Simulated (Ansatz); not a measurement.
Single points on the cluster Tl₄H₅⁻.

```yaml
crystal:
  periodic: [false, false, false]
  atoms:
    - {symbol: Tl, position_ang: [-1.578945, 1.822614, -0.643001]}
    - {symbol: Tl, position_ang: [0.000534, -1.121983, 2.086775]}
    - {symbol: Tl, position_ang: [2.064216, 1.010061, -0.542594]}
    - {symbol: Tl, position_ang: [-1.178441, -1.692305, -1.410516]}
    - {symbol: H, position_ang: [0.027795, 0.327161, -1.656845]}
    - {symbol: H, position_ang: [0.247710, -2.438790, 0.164760]}
    - {symbol: H, position_ang: [-1.592230, -0.254309, 0.490794]}
    - {symbol: H, position_ang: [1.625294, -0.069403, 1.227017]}
    - {symbol: H, position_ang: [0.384067, 2.416944, 0.283619]}
basis:
  gaussian: {orbitals: def2-TZVPD, initial_orbitals: start.molden}
total_charge: -1
hamiltonian: {xc: r2scan, dispersion: d4}
scf: {omitted_lower_state_checks: [starts]}
output: {orbitals: {seedname: orbitals}}
```

The file start.molden holds the orbitals of an earlier run on this structure, at another level or in another basis.

```sh
$ ansatz run in.yaml --threads 4 --pin off --events-out ev --progress --plain --max-ram 4787MiB
```

Output, abridged:

```
Functional definition: r2SCAN
2007 factors; their error is unknown
mean field evaluation 1: about -18869.5655 eV, gradient 6.6e0 eV
mean field evaluation 2: about -18869.6245 eV, gradient 7.5e-2 eV
mean field evaluation 4: about -18869.6081 eV, gradient 2.1e-4 eV
mean field -18869.60809585 eV, -693.4453072426 hartree, gradient 2.1e-5 eV, S^2 0.000000; 0 other end points of the search recorded, 0 dependent functions left out
reference -18869.60811609 eV, -693.4453079867 hartree; 45, 45 occupied and 224, 224 virtual orbitals, 2007 factors
Total energy: -18869.75055987 eV, -693.4505426990 hartree
Checks for a lower state left out: starts
```

It took 15 s on 4 threads of Intel Xeon on a shared host, peak host memory 0.56 GiB.

As the first input, with `gaussian: {orbitals: def2-SVPD, initial_orbitals: start.molden}`, `correlation: {method: ccsd_t}` and without the key `hamiltonian` (abridged; 2.7 min):

```
Functional definition: HF
mean field -18746.58482347 eV, -688.9242853709 hartree, gradient 2.6e-6 eV, S^2 0.000000
16 core orbitals not correlated: weight in the atoms' cores, before any rotation towards them, 1.000 or more for the frozen orbitals, at most 0.000 for the correlated occupied ones
second order -11.33257970 eV of doubles, -0.00000000 eV of singles
cycle   1  -12.51476863 eV  change    -1.2e0 eV  update   1.4e-1
cycle   2  -13.12249833 eV  change   -6.1e-1 eV  update   4.6e-2
cycle   3  -13.22024384 eV  change   -9.8e-2 eV  update   2.2e-2
cycle   4  -13.21818197 eV  change    2.1e-3 eV  update   7.7e-3
cycle   5  -13.21542770 eV  change    2.8e-3 eV  update   3.3e-3
cycle   6  -13.21482242 eV  change    6.1e-4 eV  update   1.2e-3
cycle   7  -13.21470539 eV  change    1.2e-4 eV  update   4.2e-4
cycle   8  -13.21487969 eV  change   -1.7e-4 eV  update   1.9e-4
cycle   9  -13.21494918 eV  change   -6.9e-5 eV  update   8.1e-5
cycle  10  -13.21492039 eV  change    2.9e-5 eV  update   3.8e-5
perturbative correction -0.61318219 eV, -0.0225340298 hartree
Total energy: -18760.41292605 eV, -689.4324587676 hartree
Checks for a lower state left out: starts
```

As the first input, with `hamiltonian: {xc: {name: BLYP}, dispersion: d4}` (abridged; 9.1 s):

```
Functional definition: BLYP
mean field -18858.63358012 eV, -693.0420012285 hartree, gradient 4.6e-5 eV, S^2 0.000000
Total energy: -18860.02536701 eV, -693.0931484532 hartree
Checks for a lower state left out: starts
```

As the first input, with `hamiltonian: {xc: {name: r2SCANh}, dispersion: d4}` (abridged; 19 s):

```
Functional definition: r2SCANh
mean field -18866.87135002 eV, -693.3447336885 hartree, gradient 1.1e-5 eV, S^2 0.000000
Total energy: -18867.03514674 eV, -693.3507531068 hartree
Checks for a lower state left out: starts
```

The first input with `hamiltonian: {xc: lda}` (abridged; 5 s):

```
Functional definition: SPW92
mean field -18834.10822265 eV, -692.1407109654 hartree, gradient 3.5e-5 eV, S^2 0.000000
Total energy: -18834.10827481 eV, -692.1407128820 hartree
Checks for a lower state left out: starts
```

As the first input, with `correlation: {method: mp2}` and without the key `hamiltonian` (abridged; 29 s):

```
Functional definition: HF
mean field -18747.01603325 eV, -688.9401320382 hartree, gradient 9.8e-7 eV, S^2 0.000000
16 core orbitals not correlated: weight in the atoms' cores, before any rotation towards them, 1.000 or more for the frozen orbitals, at most 0.000 for the correlated occupied ones
second order -42.97600102 eV of doubles, -0.00000000 eV of singles
Total energy: -18789.99203427 eV, -690.5194709454 hartree
Checks for a lower state left out: starts
```

The first input with `hamiltonian: {xc: pbe0, dispersion: d4}` (abridged; 17 s):

```
Functional definition: PBE0
mean field -18860.41575628 eV, -693.1074949942 hartree, gradient 2.6e-5 eV, S^2 0.000000
Total energy: -18861.02071964 eV, -693.1297269876 hartree
Checks for a lower state left out: starts
```

Geometry: B3LYP-D4/def2-SVPD.

In the def2 sets Tl takes a core potential; there is no spin–orbit coupling. Correlated methods freeze 16 core orbitals; core or outer-core shells of Tl are correlated, in sets that lack core-valence functions. The structure comes from a short search, and lower isomers may exist.
